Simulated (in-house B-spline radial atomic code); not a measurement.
# PBE excitations of Bi3+

Method: PBE. Computed with an all-electron radial atomic-structure program (B-spline basis): linear response of the closed shell [Xe] 4f14 5d10 6s2 with the functional's adiabatic kernel; scalar-relativistic (spin-free one-electron X2C), finite nucleus, no spin-orbit coupling, no double excitations, S, P, D and F terms only; shells from n = 4 respond. Only terms of natural parity with L up to 3 were computed.

Spin-orbit coupling is strong here, so these LS terms don't match observed levels.

Command:
```bash
python run_td.py task.json out
```
Settings (radii: box in bohr, nucleus in fm):
```
Z                        83
electrons                80
configuration            [Xe] 4f14 5d10 6s2
hamiltonian              x2c
method                   pbe,pbe
box_radius               15
wall_radius              15
rms_radius               5.5211
intervals                69
```

Time taken, with all properties: 4.8 s on 1 thread of Arm Neoverse N1, on a shared host.

Confined states, up to the first strongly mixed one, which can leave gaps near the end. Labels give the largest channel, * marks a mixed state, and oscillator strengths are full-response dipole values. Semilocal kernels can invert the small singlet-triplet splittings of Rydberg terms. Energies in eV:

```
     state  full response  Tamm-Dancoff  oscillator strength
6s → 6p 3P         11.237        11.306                    -
6s → 6p 1P         13.989        14.413                 1.56
6s → 7s 3S         23.950        23.954                    -
6s → 6d 3D         24.138        24.149                    -
6s → 7s 1S              ?             ?                    -
6s → 6d 1D         24.610        24.619                    -
5d → 6p 3P         26.482        26.514                    -
5d → 6p 3F              ?             ?                    -
5d → 6p 1F         27.095        27.097                    -
6s → 7p 3P         27.732        27.736                    -
```

Task: Where does 5d → 6p 3F lie?

Result: At 26.497 eV in full response, 26.532 eV in Tamm-Dancoff.

Task: Where does 6s → 7s 1S lie?

Result: At 24.540 eV in full response, 24.570 eV in Tamm-Dancoff.

Task: How large is the singlet-triplet splitting of 6s → 6p (P terms) in Tamm-Dancoff?

Result: 3.11 eV, from the unrounded values.

Task: What polarisabilities and dispersion coefficient does the method give?

Result: Dipole 9.629 bohr³, quadrupole 26.35 bohr⁵, C6 59.2 hartree·bohr⁶ for two such species.
